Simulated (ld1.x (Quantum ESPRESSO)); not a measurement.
**Varying the PAW potential for Mo**

Base potential:

molybdenum, PAW, made with ld1.x (Quantum ESPRESSO) 7.5 (BLYP, scalar-relativistic). Core [Kr], reference 4d5 5s1 5p0. Waves: 5s (bound): rcut 2.95, rcutus 3.30 bohr; 5s channel at 0.55 Ry: rcut 2.95, rcutus 3.30 bohr; 5p (bound, empty): rcut 3.80, rcutus 4.30 bohr; 5p channel at 5.25 Ry: rcut 3.80, rcutus 4.30 bohr; 4d (bound): rcut 2.20, rcutus 2.55 bohr; 4d channel at 1.9 Ry: rcut 2.20, rcutus 2.55 bohr. Local part: all-electron potential smoothed inside 2.60 bohr (lloc = -1). Core correction: Bessel-smoothed model core inside 2.35 bohr. Augmentation charge: BESSEL, radius 2.45 bohr.

All-electron outer shells of the reference configuration (BLYP, scalar-relativistic, ld1.x):

```json
{"shell": "4s", "level (eV)": "-64.24", "outermost node (bohr)": "0.51", "outermost maximum (bohr)": "0.99"}
{"shell": "4p", "level (eV)": "-38.35", "outermost node (bohr)": "0.52", "outermost maximum (bohr)": "1.06"}
{"shell": "5s", "level (eV)": "-4.05", "outermost node (bohr)": "1.34", "outermost maximum (bohr)": "2.93"}
{"shell": "4d", "level (eV)": "-3.63", "outermost node (bohr)": "0.53", "outermost maximum (bohr)": "1.38"}
{"shell": "5p", "level (eV)": "-1.01", "outermost node (bohr)": "1.54", "outermost maximum (bohr)": "4.16"}
```

Cutoffs, loose and tight: the cutoffs (Ry, on a coarse ladder) from which the occupation-weighted sum of valence levels, in a spherical-Bessel basis at the reference potential, stays within 10 and 1 mRy of its value at 400 Ry. They do not see the model core or the augmentation charge, which bear on the density cutoff. Test errors are all-electron minus pseudo excitation energies from the reference, over the configurations 4d5 5s0 5p0; 4d4 5s0 5p0; 4d3 5s0 5p0; 4d5.5 5s0.5 5p0; 4d4 5s2 5p0; 4d5 5s0 5p1; 4d5 5s0.5 5p0. A dash means not determined; rows that change the core or the reference have their own tests. The largest error is taken over the tests solved by every variant that gives reliable tests at all: 4d3 5s0 5p0; 4d4 5s0 5p0; 4d4 5s2 5p0; 4d5 5s0 5p0; 4d5.5 5s0.5 5p0.

A true bound ghost makes a file unfit for plane-wave use even where its test errors are small: the radial tests pick states by their node count and pass the ghost by.

Cutoffs are not given where the Bessel-basis levels miss the radial ones by over 6 mRy, ghosts where they miss by over 20 mRy; a channel whose overlap is not positive is not tested.

A file whose overlap is not positive is unfit for use, and its test errors describe a broken file.

```csv
change,outcome,"cutoff, loose","cutoff, tight",bound ghosts,largest test error (meV)
base,generated,15 Ry,25 Ry,none,-457
"waves 5p (bound): rcut 2.70, rcutus 2.86 bohr; 5p channel at 5.25 Ry: rcut 2.70, rcutus 2.86 bohr",generated,15 Ry,25 Ry,none,-457
"waves 5p (bound): rcut 3.08, rcutus 3.26 bohr; 5p channel at 5.25 Ry: rcut 3.08, rcutus 3.26 bohr",generated,15 Ry,25 Ry,none,-457
"waves 5p (bound): rcut 3.32, rcutus 3.52 bohr; 5p channel at 5.25 Ry: rcut 3.32, rcutus 3.52 bohr",generated,15 Ry,25 Ry,none,-457
"waves 5p (bound): rcut 3.74, rcutus 3.96 bohr; 5p channel at 5.25 Ry: rcut 3.74, rcutus 3.96 bohr",generated,15 Ry,25 Ry,none,-457
"waves 5p (bound): rcut 3.80, rcutus 4.50 bohr; 5p channel at 5.25 Ry: rcut 3.80, rcutus 4.50 bohr",generated,15 Ry,25 Ry,p,-457
"waves 5p (bound): rcut 3.80, rcutus 4.84 bohr; 5p channel at 5.25 Ry: rcut 3.80, rcutus 4.84 bohr","generated, overlap not positive",–,–,not determined (overlap not positive),-457
"waves 5p (bound): rcut 3.80, rcutus 5.30 bohr; 5p channel at 5.25 Ry: rcut 3.80, rcutus 5.30 bohr","generated, overlap not positive",–,–,not determined (overlap not positive),-457
"waves 5p (bound): rcut 3.80, rcutus 5.74 bohr; 5p channel at 5.25 Ry: rcut 3.80, rcutus 5.74 bohr",generated,15 Ry,25 Ry,p,-457
"waves 5p (bound): rcut 3.80, rcutus 5.94 bohr; 5p channel at 5.25 Ry: rcut 3.80, rcutus 5.94 bohr","generated, overlap not positive",–,–,not determined (overlap not positive),-457
"waves 5p (bound): rcut 3.80, rcutus 6.54 bohr; 5p channel at 5.25 Ry: rcut 3.80, rcutus 6.54 bohr",failed: compute_chi: phi_in too large before r_c,–,–,–,–
```

Reading the sweep of the p radius (base included, trends over the rows without a ghost): The loose cutoff stays near 15 Ry. The median size of the test errors (rows with all tests solved) stays near 6.1 meV. Bound ghosts are found at 4.5, 5.74 bohr. The generation fails at 6.54 bohr.
